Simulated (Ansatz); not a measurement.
[Ag(NH3)2]+ (AgN₂H₆⁺). Charge 1, multiplicity 1. Geometry PBE-D4/def2-TZVP, basis def2-TZVP, Ansatz.

Cartesian coordinates in Å:
```
Ag -0.0001 -0.0001 0.0002
N -1.2523 -1.0252 -1.3733
H -2.1179 -0.5085 -1.5555
H -1.5206 -1.9501 -1.0243
H -0.7889 -1.1658 -2.2760
N 1.2522 1.0252 1.3734
H 1.5724 1.9224 0.9969
H 2.0876 0.4792 1.6047
H 0.7675 1.2229 2.2539
```

```json
{"run": "A", "HOMO (eV)": "-13.70", "LUMO (eV)": "-4.35"}
{"run": "B", "HOMO (eV)": "-11.14", "LUMO (eV)": "-5.85"}
{"run": "C", "HOMO (eV)": "-12.34", "LUMO (eV)": "-5.04"}
{"run": "D", "HOMO (eV)": "-14.78", "LUMO (eV)": "-3.11"}
{"run": "E", "HOMO (eV)": "-15.75", "LUMO (eV)": "-2.44"}
{"run": "F", "HOMO (eV)": "-13.83", "LUMO (eV)": "-4.21"}
```

In the def2 sets Ag takes a core potential; there is no spin–orbit coupling.

The runs used B97M-V, BHLYP, CAM-B3LYP, HF, PBE0, ωB97X-V. Estimate which is which.

A BHLYP (50 % exact exchange); B B97M-V (0 % exact exchange); C PBE0 (25 % exact exchange); D ωB97X-V (range-separated); E HF (100 % exact exchange); F CAM-B3LYP (range-separated). Exact exchange lowers occupied and raises empty levels; among semilocal functionals meta-GGAs tend to open the gap a little, and such runs are hard to tell apart. The gap grows from 5.29 eV (B97M-V) to 13.31 eV (HF).
